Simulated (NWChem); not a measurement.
A series in which one site is exchanged, each optimised at B3LYP/6-31G* with NWChem, gas phase unless a solvent is named. Pople sets run with spherical d functions. This build's default masses of Se (78.918 u) and Br (79.917 u) are each other's, which moves their modes by up to 0.6 %.

A: C(=C=C)(F)Cl (C$_{3}$H$_{2}$ClF; site = Cl)
B: C=C=C(F)F (C₃H₂F₂; site = F)
C: BrC(=C=C)F (C$_{3}$H$_{2}$BrF; site = Br)
D: C=C=CF (C$_{3}$H$_{3}$F; site = H)

```csv
quantity,A,B,C,D
"dipole (D), B3LYP/6-31G*",2.00,?,1.98,1.59
"highest harmonic frequency (cm⁻¹), B3LYP/6-31G*",3204,?,3207,3214
"lowest singlet excitation, B3LYP/def2-SVPD, TDA (eV)",4.32,?,4.10,4.82
"SMD solvation free energy in water, B3LYP/6-31G* (kcal/mol)",1.5,?,0.8,1.0
```

Problem. Fill in the missing entries.

Solution. 
- dipole (D), B3LYP/6-31G*, B: 1.74
- highest harmonic frequency (cm⁻¹), B3LYP/6-31G*, B: 3195
- lowest singlet excitation, B3LYP/def2-SVPD, TDA (eV), B: 4.47
- SMD solvation free energy in water, B3LYP/6-31G* (kcal/mol), B: 2.5
